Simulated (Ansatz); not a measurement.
Ansatz (an electronic-structure program) input (B3LYP-D3(BJ)/def2-TZVP):

Ansatz 0.2 input:
```yaml
crystal:
  periodic: [false, false, false]
  atoms:
    - {symbol: C, position_ang: [-2.41762840, -0.17566782, -0.63426615]}
    - {symbol: C, position_ang: [-1.19802895, -0.23635205, 0.27317514]}
    - {symbol: C, position_ang: [-0.69713250, 1.14451029, 0.72572341]}
    - {symbol: C, position_ang: [0.74451485, 0.93538036, 0.97565913]}
    - {symbol: C, position_ang: [1.22578150, -0.35771625, 0.43193411]}
    - {symbol: C, position_ang: [2.52357929, -0.24200983, -0.37322793]}
    - {symbol: C, position_ang: [0.03294905, -0.85266117, -0.40114065]}
    - {symbol: H, position_ang: [-2.71684090, -1.17654837, -0.93827864]}
    - {symbol: H, position_ang: [-2.19854335, 0.40339199, -1.52952122]}
    - {symbol: H, position_ang: [-3.25457893, 0.29093233, -0.11885095]}
    - {symbol: H, position_ang: [-1.44397823, -0.82571669, 1.16291387]}
    - {symbol: H, position_ang: [-1.23174667, 1.52286335, 1.60286327]}
    - {symbol: H, position_ang: [-0.85936249, 1.88049360, -0.07706044]}
    - {symbol: H, position_ang: [1.37900997, 1.64718194, 1.46743954]}
    - {symbol: H, position_ang: [1.41558419, -1.06859719, 1.25450656]}
    - {symbol: H, position_ang: [3.33163929, 0.11638563, 0.26007024]}
    - {symbol: H, position_ang: [2.39495758, 0.45705414, -1.19655955]}
    - {symbol: H, position_ang: [2.80461249, -1.21126504, -0.77944011]}
    - {symbol: H, position_ang: [0.11979643, -0.46582818, -1.41859308]}
    - {symbol: H, position_ang: [-0.02218296, -1.93935610, -0.45169115]}
basis:
  gaussian:
    orbitals: def2-TZVP
hamiltonian:
  xc: b3lyp
  dispersion: d3bj
magnetization: {spin_polarized: true, initial_magnetization: 1}
relax: {f_tol: 0.002, max_steps: 150}
```

End of the output:

```
mean field -7472.99522571 eV, -274.6275091668 hartree, gradient 2.0e-5 eV, S^2 0.754334; 0 other end points of the search recorded, 0 dependent functions left out
the calculation of the forces begins
reference -7472.99557122 eV, -274.6275218641 hartree; 28, 27 occupied and 267, 268 virtual orbitals, 1832 factors
relax step   7: F+E_penalty+E_count = -7473.79982286 eV  Δ(F+E_penalty+E_count) = -6.713e-5 eV  max|allowed force component| = 1.536e-3 eV/Å  Δτ_max = 0.0074 Å  (34 SCF iters, accepted)
these checks for a lower state are left out or cut short: starts, cluster_reference, orbital_swaps, neighbouring_geometries, increment
integrals: 0.29 GiB planned
1832 factors; their error is unknown
0.41 GiB of the device are held for the grids
2.03 GiB of device memory are held for the factors and their scratch space
mean field: 2.56 GiB planned
mean field evaluation 64: about -7472.9942 eV, gradient 5.8e-1 eV
mean field -7472.99524265 eV, -274.6275097892 hartree, gradient 2.0e-5 eV, S^2 0.754333; 0 other end points of the search recorded, 0 dependent functions left out
the calculation of the forces begins
reference -7472.99558821 eV, -274.6275224883 hartree; 28, 27 occupied and 267, 268 virtual orbitals, 1832 factors
relax step   8: F+E_penalty+E_count = -7473.79983084 eV  Δ(F+E_penalty+E_count) = -7.986e-6 eV  max|allowed force component| = 1.778e-3 eV/Å  Δτ_max = 0.0044 Å  (34 SCF iters, accepted)
integrals: 0.29 GiB planned
1832 factors; their error is unknown
0.41 GiB of the device are held for the grids
2.03 GiB of device memory are held for the factors and their scratch space
mean field: 2.56 GiB planned
mean field -7472.99524265 eV, -274.6275097892 hartree, gradient 1.9e-5 eV, S^2 0.754333; 1 other end points of the search recorded, 0 dependent functions left out
the calculation of the forces begins
reference -7472.99558821 eV, -274.6275224883 hartree; 28, 27 occupied and 267, 268 virtual orbitals, 1832 factors
Total energy: -7473.80017641 eV, -274.6570905592 hartree
Atom 0 at    -2.452180    -0.197204    -0.607298 Å, force     0.000836     0.000799     0.000016 eV/Å
Atom 1 at    -1.198789    -0.229139     0.253764 Å, force     0.001363    -0.000981     0.001506 eV/Å
Atom 2 at    -0.708605     1.157965     0.724749 Å, force    -0.000325     0.001226    -0.001280 eV/Å
Atom 3 at     0.752444     0.968304     0.948509 Å, force    -0.001778    -0.000246     0.000339 eV/Å
Atom 4 at     1.233625    -0.342456     0.410626 Å, force     0.000171     0.000273    -0.001761 eV/Å
Atom 5 at     2.562076    -0.278251    -0.343220 Å, force     0.000059     0.000190     0.000364 eV/Å
Atom 6 at     0.038799    -0.816772    -0.439345 Å, force    -0.000573    -0.000550     0.000740 eV/Å
Atom 7 at    -2.749938    -1.202236    -0.914372 Å, force     0.000117    -0.000012    -0.000050 eV/Å
Atom 8 at    -2.283091     0.392430    -1.512392 Å, force    -0.000165    -0.000029     0.000010 eV/Å
Atom 9 at    -3.292513     0.249066    -0.070677 Å, force    -0.000161     0.000014    -0.000057 eV/Å
Atom 10 at    -1.400871    -0.830770     1.147172 Å, force    -0.000281    -0.000137    -0.000111 eV/Å
Atom 11 at    -1.246182     1.518051     1.608599 Å, force    -0.000026    -0.000295     0.000460 eV/Å
Atom 12 at    -0.899458     1.904838    -0.063235 Å, force     0.000304     0.000476     0.000332 eV/Å
Atom 13 at     1.393476     1.683221     1.446557 Å, force    -0.000130     0.000118    -0.000274 eV/Å
Atom 14 at     1.364467    -1.052352     1.245208 Å, force    -0.000446    -0.000195    -0.000497 eV/Å
Atom 15 at     3.365778     0.078508     0.304129 Å, force     0.000380     0.000072    -0.000114 eV/Å
Atom 16 at     2.488445     0.402538    -1.194278 Å, force     0.000024    -0.000198     0.000266 eV/Å
Atom 17 at     2.847316    -1.263721    -0.718843 Å, force     0.000177    -0.000201    -0.000138 eV/Å
Atom 18 at     0.124409    -0.393194    -1.446604 Å, force     0.000456     0.000065     0.000210 eV/Å
Atom 19 at    -0.006807    -1.902351    -0.543395 Å, force    -0.000001    -0.000391     0.000036 eV/Å
Dipole moment:    -0.031760    -0.037892     0.017695 e Å
```

It need not be the lowest isomer of its formula.
